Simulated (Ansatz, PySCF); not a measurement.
Energy difference R1 → P1 + 2 P2, each structure at its B3LYP-D3(BJ)/def2-TZVP stationary point, reached from a drawn start (curvature not checked).
R1, F4Hg (SMILES [F][Hg]([F])([F])[F]) (charge 0, multiplicity 1):
```xyz
5

Hg     0.000     0.000     0.000
F      1.911     0.000     0.000
F     -1.911     0.000     0.000
F      0.000     1.911     0.000
F      0.000    -1.911     0.000
```
P1: F2Hg (SMILES [F][Hg][F]), charge 0, multiplicity 1.
P2: F atom, charge 0, multiplicity 2.

P less R. No zero-point or thermal terms; singlets are restricted closed shells; open shells are unrestricted; no spin–orbit coupling. The spin states of the d-block species are the ones drawn and need not be the lowest.

Cores are frozen in the correlated methods.

Run with Ansatz (a first-principles code); PySCF for M06-2X. Each number belongs to the level named beside it. Elements past Kr take the def2 small-core potentials, without spin–orbit coupling.

```json
[
 {"level": "SVWN5/def2-TZVPP", "reaction energy (kcal/mol)": "110.94"},
 {"level": "BLYP/def2-TZVPP", "reaction energy (kcal/mol)": "64.90"},
 {"level": "B3LYP/def2-TZVPP", "reaction energy (kcal/mol)": "46.64"},
 {"level": "M06-2X/def2-TZVPP", "reaction energy (kcal/mol)": "28.16"},
 {"level": "MP2/def2-TZVPP", "reaction energy (kcal/mol)": "45.98"},
 {"level": "SCS-MP2/def2-SVP", "reaction energy (kcal/mol)": "27.09"},
 {"level": "CCSD/def2-SVP", "reaction energy (kcal/mol)": "9.38"},
 {"level": "CCSD/def2-QZVPP", "reaction energy (kcal/mol)": "…"},
 {"level": "CCSD(T)/def2-QZVPP", "reaction energy (kcal/mol)": "…"}
]
```

Task: Complete the blanks.

Result: 
- CCSD/def2-QZVPP, reaction energy (kcal/mol): 23.61
- CCSD(T)/def2-QZVPP, reaction energy (kcal/mol): 38.57
